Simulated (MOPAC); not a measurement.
Job for MOPAC: PM3 on H8 chain, a point of a bond scan (R = 0.800 Å).

```
PM3 1SCF PRECISE CHARGE=0 THREADS=1
H8

H      0.00000000 1     0.00000000 1     0.00000000 1
H      0.00000000 1     0.00000000 1     0.80000000 1
H      0.00000000 1     0.00000000 1     1.60000000 1
H      0.00000000 1     0.00000000 1     2.40000000 1
H      0.00000000 1     0.00000000 1     3.20000000 1
H      0.00000000 1     0.00000000 1     4.00000000 1
H      0.00000000 1     0.00000000 1     4.80000000 1
H      0.00000000 1     0.00000000 1     5.60000000 1
```

The log:

```
*******************************************************************************
 **                                                                           **
 **                              MOPAC v23.2.5                                **
 **                                                                           **
 *******************************************************************************
 ** MOPAC's Digital Object Identifier: https://doi.org/10.5281/zenodo.6511958 **
 **                                                                           **
 ** Please cite the open-source release paper for use of this MOPAC version:  **
 ** J. E. Moussa and J. J. P. Stewart (2026)                                  **
 ** MOPAC: An open-source semiempirical molecular orbital program             **
 ** J. Open Source Softw., 11(119), 8025, https://doi.org/10.21105/joss.08025 **
 *******************************************************************************

                              PM3 CALCULATION RESULTS

 *******************************************************************************
 *  PM3        - The PM3 Hamiltonian to be used
 *
 *
 *
 *                 CHARGE ON SYSTEM = 0
 *
 *
 *
 *  PRECISE    - TIGHTER CRITERIA TO BE USED
 *  1SCF       - DO 1 SCF AND THEN STOP
 *  THREADS=1  - MULTI-THREADING NOT USED
 *  T=         - A TIME OF 172800.0 SECONDS REQUESTED
 *  DUMP=N     - RESTART FILE WRITTEN EVERY 7200.0 SECONDS REQUESTED
 *******************************************************************************
PM3 1SCF PRECISE CHARGE=0 THREADS=1
 H8

   ATOM   CHEMICAL          X               Y               Z
  NUMBER   SYMBOL      (ANGSTROMS)     (ANGSTROMS)     (ANGSTROMS)

     1       H          0.00000000  *   0.00000000  *   0.00000000  *
     2       H          0.00000000  *   0.00000000  *   0.80000000  *
     3       H          0.00000000  *   0.00000000  *   1.60000000  *
     4       H          0.00000000  *   0.00000000  *   2.40000000  *
     5       H          0.00000000  *   0.00000000  *   3.20000000  *
     6       H          0.00000000  *   0.00000000  *   4.00000000  *
     7       H          0.00000000  *   0.00000000  *   4.80000000  *
     8       H          0.00000000  *   0.00000000  *   5.60000000  *



          CARTESIAN COORDINATES

    NO.       ATOM           X           Y           Z

     1         H          0.0000      0.0000      0.0000
     2         H          0.0000      0.0000      0.8000
     3         H          0.0000      0.0000      1.6000
     4         H          0.0000      0.0000      2.4000
     5         H          0.0000      0.0000      3.2000
     6         H          0.0000      0.0000      4.0000
     7         H          0.0000      0.0000      4.8000
     8         H          0.0000      0.0000      5.6000

  H: (PM3): J. J. P. STEWART, J. COMP. CHEM. 10, 209 (1989).

           Empirical Formula: H8  =     8 atoms



      MOLECULAR POINT GROUP   :   D*h


      RHF CALCULATION, NO. OF DOUBLY OCCUPIED LEVELS = 4


 -------------------------------------------------------------------------------
 PM3 1SCF PRECISE CHARGE=0 THREADS=1
 H8



     1SCF WAS SPECIFIED, SO BFGS WAS NOT USED
     SCF FIELD WAS ACHIEVED


                              PM3 CALCULATION
                                                       MOPAC v23.2.5 Linux




          FINAL HEAT OF FORMATION =         21.84361 KCAL/MOL =      91.39365 KJ/MOL


          COSMO AREA              =         66.96 SQUARE ANGSTROMS
          COSMO VOLUME            =         38.07 CUBIC ANGSTROMS

          IONIZATION POTENTIAL    =          8.474056 EV
          HOMO LUMO ENERGIES (EV) =         -8.474  2.261
          NO. OF FILLED LEVELS    =          4
          MOLECULAR WEIGHT        =          8.0632         POINT GROUP:  D*h

          MOLECULAR DIMENSIONS (Angstroms)

            Atom       Atom       Distance
            H     8    H     1     5.60000
            H     8    H     1     0.00000
            H     1    H     2     0.00000


          SCF CALCULATIONS        =          1





   ATOM   CHEMICAL          X               Y               Z
  NUMBER   SYMBOL      (ANGSTROMS)     (ANGSTROMS)     (ANGSTROMS)

     1       H          0.00000000  *   0.00000000  *   0.00000000  *
     2       H          0.00000000  *   0.00000000  *   0.80000000  *
     3       H          0.00000000  *   0.00000000  *   1.60000000  *
     4       H          0.00000000  *   0.00000000  *   2.40000000  *
     5       H          0.00000000  *   0.00000000  *   3.20000000  *
     6       H          0.00000000  *   0.00000000  *   4.00000000  *
     7       H          0.00000000  *   0.00000000  *   4.80000000  *
     8       H          0.00000000  *   0.00000000  *   5.60000000  *

                             CARTESIAN COORDINATES

   1    H        0.000000000     0.000000000     0.000000000
   2    H        0.000000000     0.000000000     0.800000000
   3    H        0.000000000     0.000000000     1.600000000
   4    H        0.000000000     0.000000000     2.400000000
   5    H        0.000000000     0.000000000     3.200000000
   6    H        0.000000000     0.000000000     4.000000000
   7    H        0.000000000     0.000000000     4.800000000
   8    H        0.000000000     0.000000000     5.600000000


           Empirical Formula: H8  =     8 atoms



      MOLECULAR POINT GROUP   :   D*h


                  EIGENVALUES
 -24.69549 -18.57062 -12.65188  -8.47406   2.26147   3.95316   5.02954   5.41768


              NET ATOMIC CHARGES AND DIPOLE CONTRIBUTIONS

  ATOM NO.   TYPE          CHARGE      No. of ELECS.   s-Pop
    1          H          -0.118255        1.1183     1.11826
    2          H           0.104619        0.8954     0.89538
    3          H          -0.007461        1.0075     1.00746
    4          H           0.021097        0.9789     0.97890
    5          H           0.021097        0.9789     0.97890
    6          H          -0.007461        1.0075     1.00746
    7          H           0.104619        0.8954     0.89538
    8          H          -0.118255        1.1183     1.11826
 DIPOLE           X         Y         Z       TOTAL
 POINT-CHG.     0.000     0.000     0.000     0.000
 HYBRID         0.000     0.000     0.000     0.000
 SUM            0.000     0.000     0.000     0.000


          ATOMIC ORBITAL ELECTRON POPULATIONS

     Atom    s
    1  H   1.11826
    2  H   0.89538
    3  H   1.00746
    4  H   0.97890
    5  H   0.97890
    6  H   1.00746
    7  H   0.89538
    8  H   1.11826

 **********************
 *                    *
 * JOB ENDED NORMALLY *
 *                    *
 **********************




 == MOPAC DONE ==
```

The run finished.

Cost: around 0.03 core-seconds (rough).
